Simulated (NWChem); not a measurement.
System: C$_{2}$H$_{3}$BN$_{2}$O; SMILES OB1C=NC=N1

Here is an NWChem input.

```
start job
memory heap 200 mb stack 900 mb global 1100 mb
geometry units angstroms
  O      2.062198    -0.283532     0.051426
  B      0.760300    -0.116006     0.015653
  C     -0.132846     1.196780     0.353630
  N     -1.359217     0.893507     0.179866
  C     -1.384723    -0.479658    -0.237535
  N     -0.294212    -1.104446    -0.353839
  H      2.399127    -1.149103    -0.188174
  H      0.125604     2.193346     0.672191
  H     -2.353466    -0.913370    -0.434027
end
basis spherical
  * library def2-svp
end
dft
  xc pbe0
  iterations 150
end
driver
  maxiter 120
end
task dft optimize
task dft freq
```

NWChem printed, in part:

```
             Northwest Computational Chemistry Package (NWChem) 7.3.0
             --------------------------------------------------------

 CS  symmetry detected

                             Geometry "geometry" -> ""
                             -------------------------

 Output coordinates in angstroms (scale by  1.889725989 to convert to a.u.)

  No.       Tag          Charge          X              Y              Z
 ---- ---------------- ---------- -------------- -------------- --------------
    1 O                    8.0000     0.14052021    -2.08277097     0.00000000
    2 B                    5.0000     0.03907596    -0.77357577     0.00000000
    3 C                    6.0000     1.19804461     0.36314626     0.00000000
    4 N                    7.0000     0.62943046     1.50456300     0.00000000
    5 C                    6.0000    -0.78432678     1.25607408     0.00000000
    6 N                    7.0000    -1.19613201     0.06296162     0.00000000
    7 H                    1.0000    -0.67652497    -2.58534398     0.00000000
    8 H                    1.0000     2.27434325     0.30835206     0.00000000
    9 H                    1.0000    -1.43275592     2.11904423     0.00000000

 Effective nuclear repulsion energy (a.u.)     198.3788402814

      Symmetry information
      --------------------

 Group name             Cs
 Group number              2
 Group order               2
 No. of unique centers     9

                                Z-matrix (autoz)
                                --------

 Units are Angstrom for bonds and degrees for angles

      Type          Name      I     J     K     L     M      Value
      ----------- --------  ----- ----- ----- ----- ----- ----------
    1 Stretch                  1     2                       1.31312
    2 Stretch                  1     7                       0.95924
    3 Stretch                  2     3                       1.62337
    4 Stretch                  2     6                       1.49182
    5 Stretch                  3     4                       1.27521
    6 Stretch                  3     8                       1.07769
    7 Stretch                  4     5                       1.43543
    8 Stretch                  5     6                       1.26218
    9 Stretch                  5     9                       1.07943
   10 Bend                     1     2     3               130.01402
   11 Bend                     1     2     6               128.53836
   12 Bend                     2     1     7               117.16534
   13 Bend                     2     3     4               107.96390
   14 Bend                     2     3     8               132.64081
   15 Bend                     2     6     5               105.06537
   16 Bend                     3     2     6               101.44762
   17 Bend                     3     4     5               106.51213
   18 Bend                     4     3     8               119.39529
   19 Bend                     4     5     6               119.01098
   20 Bend                     4     5     9               116.95215
   21 Bend                     6     5     9               124.03686
   22 Torsion                  1     2     3     4         180.00000
   23 Torsion                  1     2     3     8           0.00000
   24 Torsion                  1     2     6     5         180.00000
   25 Torsion                  2     3     4     5           0.00000
   26 Torsion                  2     6     5     4           0.00000
   27 Torsion                  2     6     5     9         180.00000
   28 Torsion                  3     2     1     7         180.00000
   29 Torsion                  3     2     6     5          -0.00000
   30 Torsion                  3     4     5     6           0.00000
   31 Torsion                  3     4     5     9         180.00000
   32 Torsion                  4     3     2     6           0.00000
   33 Torsion                  5     4     3     8         180.00000
   34 Torsion                  6     2     1     7          -0.00000
   35 Torsion                  6     2     3     8         180.00000

                           NWChem Geometry Optimization
                           ----------------------------

 maximum gradient threshold         (gmax) =   0.000450
 rms gradient threshold             (grms) =   0.000300
 maximum cartesian step threshold   (xmax) =   0.001800
 rms cartesian step threshold       (xrms) =   0.001200
 fixed trust radius                (trust) =   0.300000
 source of zmatrix                         =   autoz

          -------------------
          Energy Minimization
          -------------------

 Using diagonal initial Hessian
 Scaling for Hessian diagonals: bonds = 1.00  angles = 0.25  torsions = 0.10

          --------
          Step   0

                                 NWChem DFT Module
                                 -----------------

 Summary of "ao basis" -> "ao basis" (spherical)
 ------------------------------------------------------------------------------
       Tag                 Description            Shells   Functions and Types
 ---------------- ------------------------------  ------  ---------------------
 O                          def2-svp                 6       14   3s2p1d
 B                          def2-svp                 6       14   3s2p1d
 C                          def2-svp                 6       14   3s2p1d
 N                          def2-svp                 6       14   3s2p1d
 H                          def2-svp                 3        5   2s1p

      Symmetry analysis of basis
      --------------------------

        a'         72
        a"         27

            General Information
            -------------------
          SCF calculation type: DFT
          Wavefunction type:  closed shell.
          No. of atoms     :     9
          No. of electrons :    42
           Alpha electrons :    21
            Beta electrons :    21
          Charge           :     0
          Spin multiplicity:     1
          Use of symmetry is: on ; symmetry adaption is: on
          Maximum number of iterations: 150
          AO basis - number of functions:    99
                     number of shells:    45
          Convergence on energy requested:  1.00D-06
          Convergence on density requested:  1.00D-05
          Convergence on gradient requested:  5.00D-04

              XC Information
              --------------
                         PBE0 Method XC Functional
                     Hartree-Fock (Exact) Exchange  0.250
          PerdewBurkeErnzerhof Exchange Functional  0.750
            Perdew 1991 LDA Correlation Functional  1.000 local
           PerdewBurkeErnz. Correlation Functional  1.000 non-local

             Grid Information
             ----------------
          Grid used for XC integration:  medium
          Radial quadrature: Mura-Knowles
          Angular quadrature: Lebedev.
          Tag              B.-S. Rad. Rad. Pts. Rad. Cut. Ang. Pts.
          ---              ---------- --------- --------- ---------
          O                   0.60       49          11.0       434
          B                   0.85       49          10.0       434
          C                   0.70       49          10.0       434
          N                   0.65       49          11.0       434
          H                   0.35       45          12.0       434
          Grid pruning is: on
          Number of quadrature shells:   429
          Spatial weights used:  Erf1

      Superposition of Atomic Density Guess
      -------------------------------------

 Sum of atomic energies:        -284.43096981

      Non-variational initial energy
      ------------------------------

[...]

      ----------------------
      Optimization converged
      ----------------------

  Step       Energy      Delta E   Gmax     Grms     Xrms     Xmax
  ---- ---------------- -------- -------- -------- -------- --------
@    6    -287.07614912 -1.1D-07  0.00002  0.00001  0.00020  0.00053
                                     ok       ok       ok       ok

                                Z-matrix (autoz)
                                --------

 Units are Angstrom for bonds and degrees for angles

      Type          Name      I     J     K     L     M      Value     Gradient
      ----------- --------  ----- ----- ----- ----- ----- ---------- ----------
    1 Stretch                  1     2                       1.33476   -0.00001
    2 Stretch                  1     7                       0.96656   -0.00002
    3 Stretch                  2     3                       1.61089    0.00000
    4 Stretch                  2     6                       1.47432   -0.00001
    5 Stretch                  3     4                       1.28256   -0.00000
    6 Stretch                  3     8                       1.09723    0.00000
    7 Stretch                  4     5                       1.46139   -0.00002
    8 Stretch                  5     6                       1.27383    0.00002
    9 Stretch                  5     9                       1.09989   -0.00002
   10 Bend                     1     2     3               128.55155    0.00000
   11 Bend                     1     2     6               126.59489    0.00000
   12 Bend                     2     1     7               111.66819   -0.00000
   13 Bend                     2     3     4               107.18236    0.00000
   14 Bend                     2     3     8               133.06205   -0.00000
   15 Bend                     2     6     5               102.33739   -0.00000
   16 Bend                     3     2     6               104.85355   -0.00000
   17 Bend                     3     4     5               105.16064    0.00000
   18 Bend                     4     3     8               119.75559   -0.00000
   19 Bend                     4     5     6               120.46606   -0.00000
   20 Bend                     4     5     9               115.48755    0.00000
   21 Bend                     6     5     9               124.04640   -0.00000
   22 Torsion                  1     2     3     4         180.00000    0.00000
   23 Torsion                  1     2     3     8           0.00000    0.00000
   24 Torsion                  1     2     6     5         180.00000    0.00000
   25 Torsion                  2     3     4     5           0.00000    0.00000
   26 Torsion                  2     6     5     4           0.00000    0.00000
   27 Torsion                  2     6     5     9         180.00000    0.00000
   28 Torsion                  3     2     1     7         180.00000    0.00000
   29 Torsion                  3     2     6     5          -0.00000    0.00000
   30 Torsion                  3     4     5     6           0.00000    0.00000
   31 Torsion                  3     4     5     9         180.00000    0.00000
   32 Torsion                  4     3     2     6           0.00000    0.00000
   33 Torsion                  5     4     3     8         180.00000    0.00000
   34 Torsion                  6     2     1     7          -0.00000    0.00000
   35 Torsion                  6     2     3     8         180.00000    0.00000

                         Geometry "geometry" -> "geometry"
                         ---------------------------------

 Output coordinates in angstroms (scale by  1.889725989 to convert to a.u.)

  No.       Tag          Charge          X              Y              Z
 ---- ---------------- ---------- -------------- -------------- --------------
    1 O                    8.0000     0.15854149    -2.07996685     0.00000000
    2 B                    5.0000     0.04214324    -0.75029504     0.00000000
    3 C                    6.0000     1.20959122     0.35968106     0.00000000
    4 N                    7.0000     0.63988224     1.50875888     0.00000000
    5 C                    6.0000    -0.79361453     1.22462202     0.00000000
    6 N                    7.0000    -1.21368013     0.02205181     0.00000000
    7 H                    1.0000    -0.70517565    -2.51382483     0.00000000
    8 H                    1.0000     2.30490843     0.29492320     0.00000000
    9 H                    1.0000    -1.45092149     2.10650025     0.00000000

 Effective nuclear repulsion energy (a.u.)     197.6830957473

      Symmetry information
      --------------------

 Group name             Cs
 Group number              2
 Group order               2
 No. of unique centers     9

[...]

 Rotational Constants
 --------------------
 A=   0.281568 cm-1  (  0.405104 K)
 B=   0.122387 cm-1  (  0.176084 K)
 C=   0.085307 cm-1  (  0.122735 K)

 Temperature                      =   298.15K
 frequency scaling parameter      =   1.0000

 Zero-Point correction to Energy  =   38.939 kcal/mol  (  0.062054 au)
 Thermal correction to Energy     =   42.036 kcal/mol  (  0.066989 au)
 Thermal correction to Enthalpy   =   42.628 kcal/mol  (  0.067933 au)

 Total Entropy                    =   71.806 cal/mol-K
   - Translational                =   39.110 cal/mol-K (mol. weight =  82.0338)
   - Rotational                   =   25.798 cal/mol-K (symmetry #  =        1)
   - Vibrational                  =    6.898 cal/mol-K

 Cv (constant volume heat capacity) =   17.324 cal/mol-K
   - Translational                  =    2.979 cal/mol-K
   - Rotational                     =    2.979 cal/mol-K
   - Vibrational                    =   11.365 cal/mol-K

[normal modes left out]

 ----------------------------------------------------------------------------
 Normal Eigenvalue ||           Projected Infra Red Intensities
  Mode   [cm**-1]  || [atomic units] [(debye/angs)**2] [(KM/mol)] [arbitrary]
 ------ ---------- || -------------- ----------------- ---------- -----------
    1       -0.000 ||    0.000000           0.000         0.000       0.000
    2       -0.000 ||    0.000103           0.002         0.101       0.021
    3       -0.000 ||    0.000405           0.009         0.395       0.084
    4       -0.000 ||    0.000044           0.001         0.043       0.009
    5       -0.000 ||    0.000145           0.003         0.141       0.030
    6       -0.000 ||    0.000563           0.013         0.548       0.116
    7      154.286 ||    0.000028           0.001         0.027       0.006
    8      352.292 ||    0.017957           0.414        17.505       3.716
    9      390.554 ||    0.001178           0.027         1.148       0.244
   10      583.811 ||    0.010802           0.249        10.530       2.236
   11      606.479 ||    0.015794           0.364        15.397       3.269
   12      720.746 ||    0.155978           3.599       152.055      32.283
   13      811.618 ||    0.011861           0.274        11.563       2.455
   14      845.531 ||    0.013049           0.301        12.720       2.701
   15      906.081 ||    0.022105           0.510        21.549       4.575
   16      918.307 ||    0.026929           0.621        26.252       5.574
   17     1007.897 ||    0.088164           2.034        85.946      18.247
   18     1023.794 ||    0.000022           0.001         0.022       0.005
   19     1192.011 ||    0.176002           4.061       171.575      36.427
   20     1283.517 ||    0.005761           0.133         5.616       1.192
   21     1350.417 ||    0.058556           1.351        57.083      12.119
   22     1526.110 ||    0.382874           8.833       373.245      79.243
   23     1651.076 ||    0.081246           1.874        79.203      16.815
   24     1713.165 ||    0.064260           1.483        62.644      13.300
   25     3168.958 ||    0.029964           0.691        29.210       6.202
   26     3182.759 ||    0.007653           0.177         7.461       1.584
   27     3862.050 ||    0.133104           3.071       129.756      27.548
 ----------------------------------------------------------------------------
```

Level: PBE0/def2-SVP.
